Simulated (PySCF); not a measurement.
Species: C₆H₁₂F₃N.
Cartesian coordinates in Å at the GFN2-xTB level; atoms count from 1:
```xyz
22
C6H12F3N angstrom
C      2.0007    1.4528   -0.0136
C      1.6609    0.0764    0.5439
N      0.8704   -0.7281   -0.3742
C      0.7284   -2.0880    0.1001
C     -0.3671   -0.1392   -0.8189
C     -1.4203    0.1345    0.2830
C     -2.6687    0.7328   -0.3183
F     -2.4332    1.8986   -0.9414
F     -3.2450   -0.0721   -1.2243
F     -3.6082    0.9867    0.6104
H      1.1376    2.1133   -0.0178
H      2.7713    1.9110    0.6008
H      2.3759    1.3560   -1.0284
H      2.5929   -0.4737    0.7030
H      1.1721    0.1814    1.5290
H      0.2577   -2.1603    1.0923
H      1.7174   -2.5411    0.1627
H      0.1343   -2.6563   -0.6131
H     -0.8070   -0.8170   -1.5562
H     -0.1376    0.7999   -1.3264
H     -1.7045   -0.7910    0.7854
H     -1.0385    0.8426    1.0197
```

Computed at PBE0/pcSseg-1 (PySCF, non-relativistic), with Q(14N) = 0.02044 b: N3, 14N (I = 1): χzz = -6.391 MHz, η = 0.033.

(1) Where would the pure quadrupole (NQR) lines of 14N at N3 fall for the rigid, isolated species?

Answers

(1) From ν± = (3/4)|χ|(1 ± η/3) and ν0 = |χ|η/2: ν+ 4.846 MHz, ν− 4.740 MHz, ν0 0.106 MHz (tertiary amine nitrogen).

In a crystal, neighbours and librations shift these lines. GFN2-xTB bond lengths can be off by several hundredths of an ångström, more for odd bonds, and the gradients follow them. With so small a basis the couplings can be 20 % off.

One conformer stands for the species.
